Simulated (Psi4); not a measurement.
Psi4 input (wB97X-D/6-31G*):

```
memory 1500 MB

molecule {
1 1
C    -0.63163360    0.23047242    0.02745480
N     0.56164908   -0.20493625   -0.02441283
H    -1.46106849   -0.46734349   -0.01134229
H    -0.81208885    1.29678017    0.11014810
H     1.36386217    0.42161568    0.00949276
H     0.76755320   -1.19933311   -0.10213757
symmetry c1
no_reorient
no_com
}

set {
  basis 6-31G*
  reference rks
  scf_type pk
  dft_radial_points 99
  dft_spherical_points 590
  e_convergence 1e-8
  d_convergence 1e-7
  maxiter 150
}

e = energy('wb97x-d')
print_out(f'\nFINAL {e:.10f} DIPOLE {variable("CURRENT DIPOLE")[0]:.6f} {variable("CURRENT DIPOLE")[1]:.6f} {variable("CURRENT DIPOLE")[2]:.6f}\n')
```

From the output:

```
    One-Electron Energy =                -198.8756084243667033
    Two-Electron Energy =                  74.3836007890890158
    DFT Exchange-Correlation Energy =      -9.2551910101283674
    Empirical Dispersion Energy =          -0.0008243498790199
    VV10 Nonlocal Energy =                  0.0000000000000000
    Total Energy =                        -94.9420446546852190

Computation Completed

Properties will be evaluated at   0.000000,   0.000000,   0.000000 [a0]

Properties computed using the SCF density matrix

 Multipole Moments:

 ------------------------------------------------------------------------------------
     Multipole            Electronic (a.u.)      Nuclear  (a.u.)        Total (a.u.)
 ------------------------------------------------------------------------------------

 L = 1.  Multiply by 2.5417464519 to convert [e a0] to [Debye]
 Dipole X            :          0.1433503           -0.0000000            0.1433503
 Dipole Y            :         -0.0523061            0.0000000           -0.0523061
 Dipole Z            :         -0.0062309           -0.0000000           -0.0062309
 Magnitude           :                                                    0.1527221

 ------------------------------------------------------------------------------------

FINAL -94.9420446547 DIPOLE 0.143350 -0.052306 -0.006231

*** Psi4 exiting successfully. Buy a developer a beer!
```

The dipole moment of an ion depends on the origin.

The geometry given is a B3LYP-D3(BJ)/def2-TZVP minimum.
